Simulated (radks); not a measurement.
Values are calculated unless marked as measured or tabulated.
Task: The aluminium ion Al3+, configuration [He] 2s2 2p(1/2: 1, 3/2: 4) 3s1 (not the ground configuration). Code: a radial shooting solver on a logarithmic mesh with Libxc functionals. Model: Dirac Kohn-Sham, BLYP, spin-unpolarised, spherical densities, finite nucleus; Fermi nuclear charge, rms radius 3.061 fm. Some entries of the table are withheld. Estimate them.

| orbital | occ. | eigenvalue (hartree) | <1/r> (bohr^-1) |
|---|---|---|---|
| 1s1/2 | 2 | (1) | 12.64 |
| 2s1/2 | 2 | (2) | (3) |
| 2p1/2 | 1 | (4) | 2.317 |
| 2p3/2 | 4 | (5) | 2.307 |
| 3s1/2 | 1 | (6) | 0.7215 |

Result: 
(1) 1s1/2 eigenvalue (hartree): -57.88149
(2) 2s1/2 eigenvalue (hartree): -5.89274
(3) 2s1/2 <1/r> (bohr^-1): 2.418
(4) 2p1/2 eigenvalue (hartree): -4.52727
(5) 2p3/2 eigenvalue (hartree): -4.50927
(6) 3s1/2 eigenvalue (hartree): -1.39824
